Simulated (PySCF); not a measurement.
Bond curve of SbBr⁺

Set-up: Sb def2-TZVPPD with ECP28, Br def2-TZVPPD; scalar-relativistic core potentials (PySCF 2.14). Energies in eV from Sb⁺ + Br in their ground configurations at the same level. State: ²Π (doublet), unpaired electrons π ↑.

```tsv
R (Å)	TPSSh	LDA	PBE0	PBE
2.053	-1.946	-2.989	-1.920	-2.057
2.148	-2.818	-3.806	-2.778	-2.958
2.244	-3.291	-4.236	-3.236	-3.460
2.315	-3.459	-4.377	-3.392	-3.648
2.387	-3.509	-4.406	-3.429	-3.719
2.459	-3.473	-4.350	-3.379	-3.702
2.554	-3.327	-4.184	-3.214	-3.582
2.673	-3.043	-3.882	-2.907	-3.329
2.817	-2.628	-3.449	-2.461	-2.947
3.008	-2.056	-2.848	-1.852	-2.408
```

Problem. Put a parabola through the three lowest points of the TPSSh curve and estimate Re, k and ωe (reduced mass 47.75 u; 1 eV/Å² = 0.16022 mdyn/Å; ωe = 1302.8·√(k/μ) cm⁻¹).

Solution. Through R = 2.315, 2.387, 2.459 Å the second-order coefficient is 8.29 eV/Å², so Re ≈ 2.393 Å, k ≈ 2.66 mdyn/Å and ωe ≈ 307 cm⁻¹. A polynomial fit of higher order to the unrounded TPSSh energies gives Re = 2.389 Å, k = 2.69 mdyn/Å, ωe = 309 cm⁻¹; anharmonicity and rounding make the difference.

The higher-order fit for each curve: TPSSh: Re = 2.389 Å, ωe = 309 cm⁻¹, De = 3.51 eV; LDA: Re = 2.372 Å, ωe = 314 cm⁻¹, De = 4.41 eV; PBE0: Re = 2.378 Å, ωe = 317 cm⁻¹, De = 3.43 eV; PBE: Re = 2.406 Å, ωe = 300 cm⁻¹, De = 3.72 eV.

⟨S²⟩ of the unrestricted solution departs from its pure value on part of the curve, where spin states mix. Spin–orbit coupling is left out, which matters for elements this heavy, above all for dissociation energies. For an ion De counts to the pair picked by the measured ionisation energies or electron affinities, which need not be the lowest pair at this level. Counting both spins, an empty level lies below a filled one in some of these solutions, because spin and occupation are held. The state was picked by a PBE0 search and need not be the measured ground state.
